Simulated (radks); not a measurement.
Results of a calculation; reference values are marked as such.
Question: The mean radii <r> (bohr) of the occupied orbitals of an atom or ion are listed with their occupations. Level of theory: non-relativistic Kohn-Sham, LDA (Slater exchange, Perdew-Wang correlation), spin-polarised, spherical densities, point nucleus (a radial shooting solver on a logarithmic mesh with Libxc functionals).

| orbital | occ. | <r> |
|---|---|---|
| 1s up | 1 | 0.02984 |
| 1s down | 1 | 0.02984 |
| 2s up | 1 | 0.1288 |
| 2s down | 1 | 0.1288 |
| 2p up | 3 | 0.1097 |
| 2p down | 3 | 0.1097 |
| 3s up | 1 | 0.3445 |
| 3s down | 1 | 0.3445 |
| 3p up | 3 | 0.3351 |
| 3p down | 3 | 0.3351 |
| 3d up | 5 | 0.3057 |
| 3d down | 5 | 0.3057 |
| 4s up | 1 | 0.8203 |
| 4s down | 1 | 0.8198 |
| 4p up | 3 | 0.8636 |
| 4p down | 3 | 0.8626 |
| 4d up | 5 | 1.008 |
| 4d down | 5 | 1.003 |
| 5s up | 1 | 2.004 |

Name the element and its charge. Open shells, if any, are filled with parallel spins first.

Answer: Z = 51, antimony, charge +4: Sb4+ in [Kr] 4d10 5s1. The 1s radius gives Z: for a bare nucleus <r> = 1.5/Z, 0.02941 bohr for Z = 51, and screening makes it slightly larger (0.02984 here). The occupations add up to 47, and the charge is Z minus that.
